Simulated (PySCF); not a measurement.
Nb: excitation energy

Nb [Kr] 4d4 5s1 (6D) → Nb [Kr] 4d3 5s1 5p1 (high-spin determinant), as a difference of total energies. Calculation: PySCF 2.14, in x2c-TZVPPall with one added diffuse shell each of s, p, d, f type (9s7p7d3f1g, 95 functions); the spin-free X2C one-electron Hamiltonian (Gaussian nucleus). Correlated levels: valence: [Kr] frozen; valence and next inner shell: [Ar] 3d10 frozen. The calculations carry no spin-orbit coupling.

```json
{"method": "UHF", "excitation energy (cm⁻¹)": "12357"}
{"method": "PBE", "excitation energy (cm⁻¹)": "22645"}
{"method": "PBE0", "excitation energy (cm⁻¹)": "21161"}
{"method": "r2SCAN", "excitation energy (cm⁻¹)": "21213"}
{"method": "B3LYP", "excitation energy (cm⁻¹)": "20954"}
{"method": "PW91", "excitation energy (cm⁻¹)": "22743"}
{"method": "PBEsol", "excitation energy (cm⁻¹)": "23120"}
{"method": "BLYP", "excitation energy (cm⁻¹)": "21855"}
{"method": "MP2 (valence)", "excitation energy (cm⁻¹)": "16452"}
{"method": "SCS-MP2 (valence)", "excitation energy (cm⁻¹)": "13722"}
{"method": "MP2 (valence and next inner shell)", "excitation energy (cm⁻¹)": "19360"}
{"method": "SCS-MP2 (valence and next inner shell)", "excitation energy (cm⁻¹)": "16555"}
```

A first-order spin-orbit estimate (lowest level to lowest level, LS coupling) adds -0.096 eV.

The determinant of the upper state mixes LS terms, which raises its energy above the lowest term, most at the Hartree-Fock and MP2 levels.
